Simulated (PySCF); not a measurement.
# EPR parameters of C7H10N

Species: C7H10N (doublet state).
Z-matrix (Å and degrees, GFN2-xTB geometry), rows numbered from 1:
```
C 
N   1  1.4467
C   2  1.4386  1  113.49
C   3  1.5227  2  118.30  1  -175.43
C   4  1.5228  3  105.22  2   -48.91
C   5  1.5215  4   83.57  3   -70.82
C   6  1.4958  5   93.56  4   -21.55
C   7  1.4949  4   83.72  3    22.42
H   1  1.0886  2  109.03  3   178.49
H   1  1.1015  2  113.54  3    56.97
H   1  1.0902  2  108.49  3   -63.41
H   2  1.0154  1  110.55  3  -123.65
H   3  1.1039  2  112.62  1   -42.10
H   5  1.0877  4  113.64  3   178.49
H   5  1.0880  4  116.59  3    47.31
H   6  1.0796  5  126.21  4  -165.42
H   7  1.0705  4  134.67  3  -125.75
H   8  1.0790  3  125.68  2   -75.91
```

The hyperfine couplings belong to this conformer and change with its torsions.

As a line formula: `CN[C@@H]1[C]2C[C@H]3[C@@H]2[C@H]31` [radical].

Computed with PySCF, UKS B3LYP, pcH-1 on C H N, non-relativistic, mean-field spin-orbit, GIAO. Geometry: GFN2-xTB, one conformer, isolated molecule. Couplings are sensitive to structure, and on GFN2-xTB geometries they can be far from those on DFT ones. The SCF solution wasn't tested for stability.

| Quantity | Value |
| --- | --- |
| g1, g2, g3 | 2.00217, 2.00260, 2.00328 |
| g_iso | 2.00268 |
| Form of g | rhombic: the two nearest values differ by 38 % of g3 − g1 |
| ⟨S²⟩ | 0.7527 (exact 0.7500) |

Isotropic coupling and dipolar principal values T1 to T3, in MHz; ρ(0) is the spin density at the nucleus:

```json
{"atom": "C1", "isotope": "13C", "a_iso": "-1.2", "T1": "-0.3", "T2": "-0.2", "T3": "0.5", "Mulliken spin population": "0.00", "ρ(0) (bohr⁻³)": "-0.0011"}
{"atom": "N2", "isotope": "14N", "a_iso": "0.1", "T1": "-0.5", "T2": "0.0", "T3": "0.4", "Mulliken spin population": "0.00", "ρ(0) (bohr⁻³)": "0.0003"}
{"atom": "C3", "isotope": "13C", "a_iso": "-4.7", "T1": "-6.3", "T2": "-3.9", "T3": "10.3", "Mulliken spin population": "-0.02", "ρ(0) (bohr⁻³)": "-0.0042"}
{"atom": "C4", "isotope": "13C", "a_iso": "321.4", "T1": "-69.7", "T2": "-69.0", "T3": "138.7", "Mulliken spin population": "0.89", "ρ(0) (bohr⁻³)": "0.2859"}
{"atom": "C5", "isotope": "13C", "a_iso": "-2.2", "T1": "-6.5", "T2": "-3.9", "T3": "10.4", "Mulliken spin population": "-0.01", "ρ(0) (bohr⁻³)": "-0.0020"}
{"atom": "C6", "isotope": "13C", "a_iso": "54.0", "T1": "-4.2", "T2": "-2.6", "T3": "6.8", "Mulliken spin population": "0.04", "ρ(0) (bohr⁻³)": "0.0480"}
{"atom": "C7", "isotope": "13C", "a_iso": "-0.6", "T1": "-7.5", "T2": "-3.9", "T3": "11.4", "Mulliken spin population": "-0.01", "ρ(0) (bohr⁻³)": "-0.0005"}
{"atom": "C8", "isotope": "13C", "a_iso": "59.5", "T1": "-4.3", "T2": "-2.7", "T3": "7.1", "Mulliken spin population": "0.04", "ρ(0) (bohr⁻³)": "0.0529"}
{"atom": "H9", "isotope": "1H", "a_iso": "-0.1", "T1": "-0.7", "T2": "-0.7", "T3": "1.4", "Mulliken spin population": "0.00", "ρ(0) (bohr⁻³)": "0.0000"}
{"atom": "H10", "isotope": "1H", "a_iso": "-0.1", "T1": "-1.1", "T2": "-0.9", "T3": "2.0", "Mulliken spin population": "0.00", "ρ(0) (bohr⁻³)": "0.0000"}
{"atom": "H11", "isotope": "1H", "a_iso": "-0.2", "T1": "-1.1", "T2": "-1.0", "T3": "2.0", "Mulliken spin population": "0.00", "ρ(0) (bohr⁻³)": "0.0000"}
{"atom": "H12", "isotope": "1H", "a_iso": "2.4", "T1": "-3.2", "T2": "-2.8", "T3": "6.0", "Mulliken spin population": "0.00", "ρ(0) (bohr⁻³)": "0.0005"}
{"atom": "H13", "isotope": "1H", "a_iso": "40.3", "T1": "-5.7", "T2": "-5.3", "T3": "11.0", "Mulliken spin population": "0.01", "ρ(0) (bohr⁻³)": "0.0090"}
{"atom": "H14", "isotope": "1H", "a_iso": "34.9", "T1": "-5.8", "T2": "-5.3", "T3": "11.0", "Mulliken spin population": "0.01", "ρ(0) (bohr⁻³)": "0.0078"}
{"atom": "H15", "isotope": "1H", "a_iso": "-0.9", "T1": "-5.4", "T2": "-2.9", "T3": "8.3", "Mulliken spin population": "0.00", "ρ(0) (bohr⁻³)": "-0.0002"}
{"atom": "H16", "isotope": "1H", "a_iso": "38.0", "T1": "-3.5", "T2": "-1.4", "T3": "4.9", "Mulliken spin population": "0.02", "ρ(0) (bohr⁻³)": "0.0085"}
{"atom": "H17", "isotope": "1H", "a_iso": "4.6", "T1": "-5.0", "T2": "-3.9", "T3": "8.9", "Mulliken spin population": "0.00", "ρ(0) (bohr⁻³)": "0.0010"}
{"atom": "H18", "isotope": "1H", "a_iso": "37.3", "T1": "-3.6", "T2": "-1.4", "T3": "5.0", "Mulliken spin population": "0.02", "ρ(0) (bohr⁻³)": "0.0083"}
```

The largest Mulliken spin population is on C4 (+0.89). The angles at C4 add up to 287.7°, so it is pyramidal.

Under fast tumbling the dipolar parts average out, and these isotropic splittings remain (the largest six): 1 × 1H (H13, I = 1/2, 2 lines) with 1.44 mT, 1 × 1H (H16, I = 1/2, 2 lines) with 1.36 mT, 1 × 1H (H18, I = 1/2, 2 lines) with 1.33 mT, 1 × 1H (H14, I = 1/2, 2 lines) with 1.25 mT, 1 × 1H (H17, I = 1/2, 2 lines) with 0.16 mT and 1 × 1H (H12, I = 1/2, 2 lines) with 0.09 mT.

The 13C coupling of C4 (321.4 MHz) shows only in satellite lines or after enrichment, since that isotope makes up about 1.07 % of natural carbon.

Examples of negative spin density at the nucleus (bohr⁻³): C3 (-0.0042), C5 (-0.0020) and C1 (-0.0011).
